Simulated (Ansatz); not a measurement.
Z-matrix (Å, degrees):
```
C
O 1 1.376
F 1 1.375 2 110.5
H 1 1.095 2 111.4 3 119.0
H 1 1.092 2 108.4 3 -118.0
Si 2 1.639 1 127.4 3 -54.4
F 6 1.596 2 109.3 1 -54.9
H 6 1.476 2 112.3 1 63.8
H 6 1.474 2 105.3 1 -171.9
```

Total charge 0; spin multiplicity 1.

List the CAM-B3LYP/def2-TZVPP orbital energies in eV (Ansatz 0.2.0). (An estimate is asked.)

Computed: Occupied: -1802.53, -673.72, -673.62, -523.32, -282.72, -146.92, -102.31, -102.25, -102.20, -35.51, -34.78, -30.89, -21.50, -17.96, -16.61, -16.53, -16.27, -14.61, -14.50, -13.87, -12.92, -12.67, -12.21, -10.85, -10.78. Lowest empty: 1.39, 1.86, 2.83, 2.96, 3.61, 3.85, 4.26, 4.50.
